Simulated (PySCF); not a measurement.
Ga(H)(Cl)2(OH2), H3Cl2GaO, singlet (PBE0/def2-SVP optimised geometry):

```
7

Ga    -0.155    -1.027     0.000
H      1.394    -1.027     0.000
Cl    -1.276    -1.471     1.819
Cl    -1.276    -1.469    -1.820
O     -0.809     0.972     0.000
H     -1.390     1.027    -0.777
H     -1.394     1.025     0.774
```

Calculation: PBE0/def2-TZVP run with PySCF.

### Question
What are the frontier orbital energies and the dipole moment?

### Answer
HOMO-2 -8.97 eV, HOMO-1 -8.70 eV, HOMO -8.70 eV, LUMO -0.40 eV, LUMO+1 -0.12 eV; dipole moment 3.39 D.

Meta-Löwdin charges at PBE0/def2-TZVP: Ga1 0.57, H2 -0.07, Cl3 -0.35, Cl4 -0.35, O5 -0.56, H6 0.38, H7 0.38.
